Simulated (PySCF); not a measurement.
C2H6Be, charge +1, doublet, at a GFN2-xTB geometry (such geometries of metal compounds can be far from the true shape) (a state made from the parent by changing its charge; the spin is typed, not shown lowest); PySCF with CAMB3LYP/STO-3G.

The PySCF input:
```python
from pyscf import gto, scf, dft

mol = gto.Mole()
mol.atom = '''
    Be    0.008125    0.005898   -0.018515
    C     1.344978    0.168117   -1.102040
    H     2.017265   -0.684335   -0.982499
    H     1.883965    1.091228   -0.877036
    H     0.980211    0.201307   -2.130990
    C    -1.340760   -0.189206    1.044371
    H    -1.858388   -1.122389    0.811944
    H    -2.028869    0.649451    0.916823
    H    -0.987920   -0.216943    2.077773
'''
mol.basis = 'sto-3g'
mol.charge = 1
mol.spin = 1
mol.verbose = 4
mol.build()

mf = dft.UKS(mol)
mf.xc = 'camb3lyp'
mf.level_shift = 1.0
mf.max_cycle = 100
mf.kernel()
```

The log (banner, timings and long lists left out):

```
PySCF version 2.14.0

[INPUT] verbose = 4
[INPUT] num. atoms = 9
[INPUT] num. electrons = 21
[INPUT] charge = 1
[INPUT] spin (= nelec alpha-beta = 2S) = 1
[INPUT] symmetry False subgroup None
[INPUT] Mole.unit = angstrom
[INPUT] Symbol           X                Y                Z      unit          X                Y                Z       unit  Magmom
[INPUT]  1 Be     0.008125000000   0.005898000000  -0.018515000000 AA    0.015354024762   0.011145604683  -0.034988279196 Bohr   0.0
[INPUT]  2 C      1.344978000000   0.168117000000  -1.102040000000 AA    2.541640063565   0.317695086884  -2.082553778316 Bohr   0.0
[INPUT]  3 H      2.017265000000  -0.684335000000  -0.982499000000 AA    3.812078370671  -1.293205727454  -1.856654027659 Bohr   0.0
[INPUT]  4 H      1.883965000000   1.091228000000  -0.877036000000 AA    3.560177878266   2.062122059457  -1.657357841384 Bohr   0.0
[INPUT]  5 H      0.980211000000   0.201307000000  -2.130990000000 AA    1.852330334286   0.380415096958  -4.026987474187 Bohr   0.0
[INPUT]  6 C     -1.340760000000  -0.189206000000   1.044371000000 AA   -2.533669198772  -0.357547521124   1.973575162438 Bohr   0.0
[INPUT]  7 H     -1.858388000000  -1.122389000000   0.811944000000 AA   -3.511844353178  -2.121007815224   1.534351788484 Bohr   0.0
[INPUT]  8 H     -2.028869000000   0.649451000000   0.916823000000 AA   -3.834006752620   1.227284521325   1.732544374702 Bohr   0.0
[INPUT]  9 H     -0.987920000000  -0.216943000000   2.077773000000 AA   -1.866898232980  -0.409962854642   3.926421919016 Bohr   0.0

nuclear repulsion = 50.7646469669998
number of shells = 15
number of NR pGTOs = 63
number of NR cGTOs = 21
basis = sto-3g
ecp = {}

******** <class 'pyscf.dft.uks.UKS'> ********
method = UKS
initial guess = minao
damping factor = 0
level_shift factor = 1.0
DIIS = <class 'pyscf.scf.diis.CDIIS'>
diis_start_cycle = 1
diis_space = 8
diis_damp = 0
SCF conv_tol = 1e-09
SCF conv_tol_grad = None
SCF max_cycles = 100
direct_scf = True
direct_scf_tol = 1e-13
number electrons alpha = 11  beta = 10
XC library pyscf.dft.libxc version 7.1.2
    S. Lehtola, C. Steigemann, M. J. T. Oliveira, and M. A. L. Marques,  SoftwareX 7, 1–5 (2018)
XC functionals = camb3lyp
    T. Yanai, D. P. Tew, and N. C. Handy,  Chem. Phys. Lett. 393, 51 (2004)
radial grids:
    Treutler-Ahlrichs [JCP 102, 346 (1995); DOI:10.1063/1.469408] (M4) radial grids

becke partition: Becke, JCP 88, 2547 (1988); DOI:10.1063/1.454033
pruning grids: <function nwchem_prune>
grids dens level: 3
symmetrized grids: False
atomic radii adjust function: <function treutler_atomic_radii_adjust>
small_rho_cutoff = 0
Set gradient conv threshold to 3.16228e-05
tot grids = 100808
init E= -93.2807644302798

cycle= 1 E= -92.9082230719989  delta_E= 0.373  |g|= 0.333  |ddm|= 2.28
cycle= 2 E= -92.9851174786968  delta_E= -0.0769  |g|= 0.132  |ddm|= 0.355
cycle= 3 E= -92.9995252416979  delta_E= -0.0144  |g|= 0.0814  |ddm|= 0.153
cycle= 4 E= -93.0057849153389  delta_E= -0.00626  |g|= 0.0471  |ddm|= 0.107
cycle= 5 E= -93.008047625534  delta_E= -0.00226  |g|= 0.0282  |ddm|= 0.0649
cycle= 6 E= -93.0089146523817  delta_E= -0.000867  |g|= 0.0171  |ddm|= 0.0401
cycle= 7 E= -93.0092443019593  delta_E= -0.00033  |g|= 0.0105  |ddm|= 0.0245
cycle= 8 E= -93.0093694038726  delta_E= -0.000125  |g|= 0.00647  |ddm|= 0.015
cycle= 9 E= -93.0094174480451  delta_E= -4.8e-05  |g|= 0.00401  |ddm|= 0.00915
cycle= 10 E= -93.0094360972382  delta_E= -1.86e-05  |g|= 0.00249  |ddm|= 0.00566
cycle= 11 E= -93.0094433714317  delta_E= -7.27e-06  |g|= 0.00155  |ddm|= 0.0035
cycle= 12 E= -93.0094462189201  delta_E= -2.85e-06  |g|= 0.000971  |ddm|= 0.00217
cycle= 13 E= -93.0094473530155  delta_E= -1.13e-06  |g|= 0.00061  |ddm|= 0.00135
cycle= 14 E= -93.0094478081525  delta_E= -4.55e-07  |g|= 0.000386  |ddm|= 0.000847
cycle= 15 E= -93.0094479950174  delta_E= -1.87e-07  |g|= 0.000245  |ddm|= 0.000535
cycle= 16 E= -93.009448073384  delta_E= -7.84e-08  |g|= 0.000159  |ddm|= 0.000338
cycle= 17 E= -93.0094481084378  delta_E= -3.51e-08  |g|= 0.000104  |ddm|= 0.000222
cycle= 18 E= -93.0094481245935  delta_E= -1.62e-08  |g|= 7e-05  |ddm|= 0.000147
cycle= 19 E= -93.0094481325163  delta_E= -7.92e-09  |g|= 4.84e-05  |ddm|= 9.95e-05
cycle= 20 E= -93.0094481365929  delta_E= -4.08e-09  |g|= 3.44e-05  |ddm|= 6.84e-05
cycle= 21 E= -93.0094481389337  delta_E= -2.34e-09  |g|= 2.52e-05  |ddm|= 5.09e-05
cycle= 22 E= -93.0094481402949  delta_E= -1.36e-09  |g|= 1.9e-05  |ddm|= 3.81e-05
cycle= 23 E= -93.0094481411249  delta_E= -8.3e-10  |g|= 1.45e-05  |ddm|= 2.99e-05
Extra cycle  E= -93.0094481420583  delta_E= -9.33e-10  |g|= 7.37e-06  |ddm|= 4.94e-05
converged SCF energy = -93.0094481420583  <S^2> = 0.76130806  2S+1 = 2.0112763
```
